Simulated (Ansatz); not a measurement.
Reaction (substitution at a C–C bond): `C=CC(O)(F)F` + `N[SiH3]` → `OC(F)(F)N[SiH3]` + `C=C`

Calculated with Ansatz (gas phase, PBE0-D4/def2-TZVP geometries, no zero-point term in ΔE). CCSD(T)/CBS adds triple-zeta CCSD(T) − MP2 to the extrapolated MP2 energy (def2 sets, frozen cores). This one scheme is used for every species. Functionals use def2-TZVPP. B3LYP here is the variant with VWN-RPA as its local correlation; programs differ in this. Each species was taken in one conformer, which may not be the lowest.

`C=CC(O)(F)F`:

Z-matrix (Å, degrees):
```
C
C 1 1.492
F 1 1.367 2 109.7
O 1 1.349 2 112.7 3 -123.2
F 1 1.367 2 109.7 3 113.6
C 2 1.320 1 123.8 3 123.0
H 2 1.084 1 113.7 3 -57.0
H 4 0.964 1 108.3 2 179.8
H 6 1.083 2 120.9 1 -180.0
H 6 1.083 2 121.3 1 0.0
```

`N[SiH3]`:

Z-matrix (Å, degrees):
```
Si
N 1 1.720
H 1 1.486 2 107.9
H 1 1.494 2 116.0 3 -120.3
H 1 1.486 2 107.9 3 119.4
H 2 1.007 1 119.6 3 -168.6
H 2 1.007 1 119.6 3 49.2
```

`OC(F)(F)N[SiH3]`:

```xyz
11

O    -0.928   -1.452   -1.360
C    -0.857   -0.537   -0.362
F    -0.875   -1.133    0.865
F    -2.020    0.203   -0.375
N     0.286    0.237   -0.468
Si    1.215    0.854    0.865
H    -1.828   -1.796   -1.392
H     0.516    0.480   -1.416
H     2.203    1.758    0.226
H     1.921   -0.224    1.599
H     0.366    1.609    1.818
```

`C=C`:

Z-matrix (Å, degrees):
```
C
C 1 1.323
H 1 1.085 2 121.7
H 1 1.085 2 121.7 3 -180.0
H 2 1.085 1 121.7 3 -0.0
H 2 1.085 1 121.7 3 -180.0
```

| level | ΔE (kJ/mol) |
| --- | --- |
| PBE-D4 | 3.2 |
| PBE0-D4 | 1.4 |
| PBE | 4.3 |
| B3LYP | 2.7 |
| HF/def2-TZVPP | -3.3 |
| MP2/def2-TZVPP | 3.3 |
| CCSD/def2-TZVPP | 1.3 |
| MP2/CBS(def2) | 6.0 |

(1) What does CCSD(T)/CBS give? (Estimate.)

Largest T1 diagnostic among the species: 0.012.

Results:

(1) Ansatz gave: +4.4 kJ/mol. The listed levels differ from it by -1.2, -3.0, -0.1, -1.7, -7.7, -1.1, -3.1, 1.6 kJ/mol.

In def2-TZVPP, CCSD(T) changes the Hartree–Fock value by +5.0 kJ/mol (the triples alone add +0.4 kJ/mol) and MP2 by +6.6 kJ/mol.
